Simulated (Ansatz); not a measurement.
Z-matrix (Å, degrees):
```
C
C 1 1.519
H 1 1.092 2 110.9
H 1 1.094 2 110.8 3 -119.8
H 1 1.093 2 110.8 3 120.6
N 2 1.453 1 113.9 3 59.8
H 2 1.095 1 109.8 3 -61.0
H 2 1.096 1 109.9 3 -177.3
Si 6 1.696 2 124.5 1 -95.7
H 6 1.009 2 113.5 1 61.1
Cl 9 2.077 6 115.2 2 70.6
H 9 1.479 6 108.2 2 -170.8
H 9 1.479 6 108.8 2 -46.7
```

Total charge 0; spin multiplicity 1.

**Question.** List the CAM-B3LYP/def2-TZVPP orbital energies in eV (the Gaussian-basis code of Ansatz). (Best estimate.)

**Answer.** The calculation gave: Occupied: -2763.90, -1801.86, -391.31, -279.80, -278.59, -258.69, -197.73, -197.61, -197.61, -146.30, -101.68, -101.62, -101.60, -26.64, -24.32, -22.38, -19.09, -17.05, -15.22, -14.18, -13.61, -12.65, -12.20, -11.94, -11.83, -11.29, -10.35, -10.01, -8.69. Lowest empty: 1.49, 2.01, 2.25, 2.68, 2.99, 3.19, 3.55, 4.18.
